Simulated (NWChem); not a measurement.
Species: dimethyl selenide (C2H6Se); SMILES C[Se]C

Program: NWChem. Structure relaxed at the PBE0/def2-SVP level. Ions are spin-unrestricted doublets at the neutral geometry; other ion states weren't tried.

Task: Predict the results for PBE/def2-SVP. Quantities: vertical ionisation energy, ΔSCF (eV); −ε(HOMO) (eV).

Result: 
```
Property                               Value
-------------------------------------  -----
vertical ionisation energy, ΔSCF (eV)   8.17
−ε(HOMO) (eV)                           4.66
```
